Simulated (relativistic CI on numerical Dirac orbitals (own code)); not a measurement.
**Level scheme of Pd³⁺**

Computed by Dirac-Coulomb-Breit CI, KLI orbitals optimised for each configuration, model QED, valence Slater integrals scaled by 0.85, P86 correlation energy added to each configuration (own radial code, finite nucleus).

CI space (outside the closed core [Ar] 3d10 4s2): 4p6.4d7, 4p6.4d6.5s, 4p6.4d6.5p, 4p6.4d6.4f, 4p6.4d6.5d, 4p6.4d6.6s, 4p5.4d8, 4p6.4d6.6p, 4p6.4d5.5s.5p, 4p6.4d6.6d, 4p6.4d6.7s, 4p6.4d6.5f, 4p6.4d6.7p, 4p6.4d6.5g, 4p6.4d6.7d, 4p6.4d5.4f.5s, 4p6.4d5.5p.5d, 4p6.4d5.5s2, 4p6.4d4.5s2.5p, 4p6.4d4.4f.5s2, 4p6.4d4.5s2.5d, 4p6.4d4.5s2.6s. Double excitations out of closed p, d and f shells are left out; levels of such configurations are missing from the list, as are those of other unlisted configurations, and high levels can miss mixing partners.

The lowest level is 4p6.4d7 4F_9/2, with 97 % of that term; Hund's rules for 4p6.4d7 give 4F with J = 9/2, in agreement.

```tsv
No.	Configuration	Term	J	E (cm⁻¹)	%	Next component (%)
1	4p6.4d7	4F	9/2	0.0	97	3 2G
2	4p6.4d7	4F	7/2	2698.9	99	1 2G
3	4p6.4d7	4F	5/2	4356.5	98	2 2D
4	4p6.4d7	4F	3/2	5388.8	96	3 2D
5	4p6.4d7	4P	3/2	13828.2	74	24 2P
6	4p6.4d7	4P	5/2	13970.4	97	3 2D
7	4p6.4d7	2G	9/2	15046.9	84	13 2H
8	4p6.4d7	4P	1/2	15725.0	90	10 2P
9	4p6.4d7	2G	7/2	17707.9	98	1 2F
10	4p6.4d7	2P	3/2	19793.1	47	29 2D
11	4p6.4d7	2H	11/2	20019.4	100	
12	4p6.4d7	2D	5/2	21801.1	95	2 4P
13	4p6.4d7	2P	1/2	22558.1	90	10 4P
14	4p6.4d7	2H	9/2	22769.7	87	13 2G
15	4p6.4d7	2D	3/2	26424.9	66	29 2P
16	4p6.4d7	2F	5/2	32343.7	97	2 2D
17	4p6.4d7	2F	7/2	33718.7	98	1 2G
18	4p6.4d7	2D	3/2	50439.5	99	
19	4p6.4d7	2D	5/2	51857.8	97	2 2F
20	4d6(5D).5s	6D	9/2	89241.1	98	2 4F
21	4d6(5D).5s	6D	7/2	90971.4	99	1 4F
22	4d6(5D).5s	6D	5/2	92056.7	98	1 4P
23	4d6(5D).5s	6D	3/2	92793.1	97	2 4P
24	4d6(5D).5s	6D	1/2	93224.5	97	2 4P
25	4d6(5D).5s	4D	7/2	102798.8	96	3 2F
26	4d6(5D).5s	4D	5/2	104679.2	94	3 4P
27	4d6(5D).5s	4D	3/2	105779.5	95	3 2P
28	4d6(5D).5s	4D	1/2	106430.8	96	4 2P
29	4d6(3H).5s	4H	13/2	110434.5	97	3 2I
30	4d6(3H).5s	4H	9/2	110564.4	56	21 4G
31	4d6(3H).5s	4H	11/2	110711.1	84	15 4G
32	4d6(3H).5s	4H	7/2	111080.6	68	14 4G
33	4d6(3P).5s	4P	5/2	111454.6	91	6 4D
34	4d6(3F).5s	4F	9/2	112963.4	56	34 4H
35	4d6(3F).5s	4F	7/2	113690.6	65	21 4H
36	4d6(3F).5s	4F	5/2	113941.7	78	19 4G
37	4d6(3F).5s	4F	3/2	114513.2	91	4 4P
38	4d6(3P).5s	4P	3/2	115006.1	74	13 2P
39	4d6(3G).5s	4G	11/2	115178.6	76	12 4H
40	4d6(3G).5s	4G	9/2	117127.8	75	14 4F
41	4d6(3G).5s	4G	5/2	117389.7	74	19 4F
42	4d6(3P).5s	4P	1/2	117424.1	84	9 2S
43	4d6(3G).5s	4G	7/2	117697.0	69	22 4F
44	4d6(3H).5s	2H	11/2	119029.5	76	11 2I
45	4d6(3H).5s	2H	9/2	119114.0	76	18 2G
```

Energies count from the lowest computed level. Percentages are summed over parent terms; the parents shown are those of the largest component, closed shells are left out there.

The mean weight of the leading LS term, summed over parents, in these 45 levels is 86 %, and that of the leading jj configuration (from the same eigenvectors) 57 %, so LS coupling describes them better.

Correlation outside the listed configurations is missing or only estimated: errors of thousands of cm⁻¹ between configurations and terms are usual at this charge. Rates and lifetimes follow the computed energies and can be off by large factors. The fine structure of a lone outer electron comes out too small, for d and f at times inverted, and misplaced configurations move strength between like terms.

Landé's interval rule says that E(J) − E(J−1) = AJ with one A. For the ground term the intervals give A = -412.9, -473.6, -599.8 cm⁻¹ for J = 5/2, 7/2, 9/2; the multiplet is inverted.

LS names give the leading component of a level, which can be under half, so a name can repeat, a term be missing and a line seem to break the LS rules.
